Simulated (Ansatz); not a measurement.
Ideal-gas functions of Cl₂H₂HfO₂ (`[OH][Hf]([OH])([Cl])[Cl]`) at 800 K and 1 bar, from an Ansatz frequency run at PBE0-D4/def2-TZVP.

Molar mass 283.41 g/mol, point group C2v (symmetry number 2), electronic degeneracy 1, moments of inertia 248.405, 353.487, 425.263 u Å². Harmonic wavenumbers (cm⁻¹, unscaled): 96, 122, 143, 145, 147, 175, 233, 265, 286, 369, 375, 710, 733, 4014, 4018.

Use S(trans) = R[1.5 ln M + 2.5 ln T − 1.1517]; rotational temperatures θ = 24.2544 K / I; S(rot) = R[ln(√π/σ · √(T³/θAθBθC)) + 1.5]; for each mode x = 1.438777 ν̃/T, S = R[x/(eˣ − 1) − ln(1 − e⁻ˣ)] and H = RT x/(eˣ − 1); 1 cm⁻¹ = 0.0119627 kJ/mol; R = 8.31446 J/(mol·K).

By hand: the entropy, in J/(mol·K).

Translation 199.8. Rotation: θ = 0.0976, 0.0686, 0.057 K, giving 127.6. Vibration, mode by mode: 22.93, 20.94, 19.63, 19.51, 19.40, 17.96, 15.61, 14.55, 13.93, 11.87, 11.75, 6.82, 6.59, 0.05, 0.05, in all 201.6. Electronic 0.0. Sum 529.0 J/(mol·K).

By hand: H − E and G − E in kJ/mol, counted from the electronic energy.

Zero-point energy ½ × 11831 × 0.0119627 = 70.8; thermal vibration 66.7; translation, rotation and pV give 4 RT = 26.6. H − E = 164.1 kJ/mol, and G − E = 164.1 − 800 × 529.0/1000 = -259.1 kJ/mol.

Vibration gives 38 % of the entropy, 102.4 J/(mol·K) of it from the modes under 150 cm⁻¹: soft modes count most, and the harmonic formula is weakest for them. The sum counts one conformer and one mirror image; others add a mixing term.
